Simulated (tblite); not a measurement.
C9H11OP.
Structure used (GFN2-xTB), in Å, numbered top down from 1:
```xyz
22
C9H11OP angstrom
C      3.986   -0.313    0.681
C      2.690   -0.332    0.041
C      1.586   -0.342   -0.442
P      0.052   -0.416   -1.315
C     -0.722   -1.743   -0.238
C     -2.194   -1.942   -0.571
C     -0.742    1.021   -0.525
C     -0.453    1.631    0.730
C     -1.333    2.656    0.857
O     -2.141    2.731   -0.216
C     -1.775    1.744   -1.048
H      3.882   -0.069    1.738
H      4.457   -1.292    0.590
H      4.625    0.431    0.206
H     -0.596   -1.470    0.814
H     -0.162   -2.665   -0.419
H     -2.317   -2.211   -1.619
H     -2.755   -1.028   -0.386
H     -2.620   -2.736    0.040
H      0.312    1.336    1.419
H     -1.480    3.382    1.633
H     -2.311    1.648   -1.972
```

Method: GFN2-xTB as coded in tblite; computed harmonic values from a numerical Hessian at the method's own geometry, unscaled. The method is semi-empirical: single wavenumbers can be off by several per cent or more. One conformer, not necessarily the lowest. The optimisation stopped once no atom felt more than 0.01 eV/Å.

Lowest wavenumbers of the output (negative numbers stand for imaginary wavenumbers):
```
mode    cm-1
  1     -35.4
  2      25.8
  3      53.1
  4      65.3
  5      75.2
  6     116.4
  7     193.0
  8     209.7
  9     219.8
 10     265.9
```

Q: Is this structure a minimum?

A: Not by this Hessian. 1 mode is imaginary beyond 20i (35i cm⁻¹), so at this level the point lies at or near a first-order saddle. The curvature is small, so loose convergence or finite differences may be the whole cause.

Q: Which atoms move in the imaginary mode?

A: 35i: H12 (methyl hydrogen) 33 %, H13 (methyl hydrogen) 33 %, H14 (methyl hydrogen) 33 %. These are shares of the mass-weighted motion.

Q: What is the remedy?

A: Step along that mode in both directions, optimise again with tighter thresholds and repeat the frequencies. The zero-point energy of this point (107.2 kcal/mol) counts the 59 real modes alone, and thermal corrections from it aren't those of a minimum.
